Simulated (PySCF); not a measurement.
**Excitation energy of Sb⁺ by level of theory**

Sb⁺ [Kr] 4d10 5s2 5p2 (3P) → Sb⁺ [Kr] 4d10 5s1 5p2 6s1 (5P), as a difference of total energies. Calculation: PySCF 2.14, in aug-cc-pwCVDZ-PP with ECP28MDF; scalar relativity through the core potential. Correlated levels: valence: 4s2 4p6 4d10 frozen; valence and next inner shell: nothing frozen outside the core potential. The calculations carry no spin-orbit coupling.

```json
{"method": "UHF", "excitation energy (eV)": "13.667"}
{"method": "LDA", "excitation energy (eV)": "16.042"}
{"method": "PBE", "excitation energy (eV)": "15.653"}
{"method": "PBE0", "excitation energy (eV)": "15.417"}
{"method": "r2SCAN", "excitation energy (eV)": "15.418"}
{"method": "BLYP", "excitation energy (eV)": "16.050"}
{"method": "HSE06", "excitation energy (eV)": "15.460"}
{"method": "PBEsol", "excitation energy (eV)": "15.667"}
{"method": "MP2 (valence)", "excitation energy (eV)": "14.403"}
{"method": "SCS-MP2 (valence)", "excitation energy (eV)": "14.696"}
{"method": "MP2 (valence and next inner shell)", "excitation energy (eV)": "15.258"}
{"method": "SCS-MP2 (valence and next inner shell)", "excitation energy (eV)": "15.376"}
```

**Question.** How much does correlation contribute at MP2 (valence and next inner shell)?

**Answer.** 15.258 − (13.667) = 1.591 eV, measured against UHF.

The promoted electron is Rydberg-like, and one or two diffuse shells describe it only roughly, which tends to raise the upper state.
